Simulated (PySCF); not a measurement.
System: C$_{3}$H$_{6}$S, charge 0, multiplicity 1. 
Coordinates optimised at B3LYP-D3(BJ)/def2-TZVP (Ansatz):
```
C
H 1 1.0897
H 1 1.0913 2 108.40
C 1 1.5398 2 110.51 3 127.23
H 4 1.0876 1 116.43 2 -20.36
H 4 1.0895 5 109.53 1 130.61
C 1 1.5398 2 110.51 3 -127.23
H 7 1.0876 1 116.43 2 20.36
H 7 1.0895 8 109.53 1 -130.61
S 4 1.8489 5 114.13 6 125.09
```
Charge 0, spin multiplicity 1.

Dispersion corrections to the total energy (kcal/mol) from the dftd3 and dftd4 libraries through PySCF: D3(BJ) without and D4 with the three-body term, each with the damping fitted for the functional named.

```json
[
 {"functional": "B3LYP", "D3(BJ)": "-8.60", "D4": "-7.45"},
 {"functional": "revPBE", "D3(BJ)": "-12.89", "D4": "-15.96"},
 {"functional": "PBE0", "D3(BJ)": "-4.18", "D4": "-3.81"},
 {"functional": "TPSSh", "D3(BJ)": "(withheld)", "D4": "-5.64"},
 {"functional": "HF", "D3(BJ)": "(withheld)", "D4": "-18.10"},
 {"functional": "B2GP-PLYP", "D3(BJ)": "-3.07", "D4": "-1.87"},
 {"functional": "BP86", "D3(BJ)": "(withheld)", "D4": "-5.98"}
]
```

Fill in the missing entries.


- TPSSh, D3(BJ): -5.60
- HF, D3(BJ): -41.26
- BP86, D3(BJ): -7.66
